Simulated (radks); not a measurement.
Species: neutral arsenic. Configuration: [Ar] 3d10 4s2 4p3. Method: Dirac Kohn-Sham, PBE, spin-unpolarised, spherical densities, finite nucleus; open shells fill j = l - 1/2 first; Fermi nuclear charge, rms radius 4.0968 fm; computed with a radial shooting solver on a logarithmic mesh with Libxc functionals.

Radial electron density D(r) = 4 pi r^2 rho(r):

```
   r/bohr * D(r) (the largest magnitude, 46.2, reaches the edge; | marks zero)
 0.001518 |*
 0.001992 | *
 0.002636 |  *
 0.003459 |   *
 0.004577 |      *
 0.006008 |         *
 0.007949 |              *
  0.01043 |                     *
  0.01381 |                             *
  0.01812 |                                      *
  0.02379 |                                             *
  0.03147 |                                                *
  0.04131 |                                             *
  0.05466 |                                        *
  0.07174 |                                       *
  0.09492 |                                             *
   0.1246 |                                                      *
   0.1649 |                                                      *
   0.2164 |                                         *
    0.284 |                             *
   0.3758 |                               *
   0.4933 |                                    *
   0.6527 |                             *
   0.8567 |               *
    1.134 |      *
    1.488 |   *
    1.969 |  *
    2.584 | *
    3.392 |*
    4.488 *
     5.89 *
    7.794 *
```

D(r) has 3 maxima, at r = 0.0320, 0.143, 0.493 bohr, and minima at 0.0673, 0.310 bohr, inside which lie 2.10, 10.96 electrons.
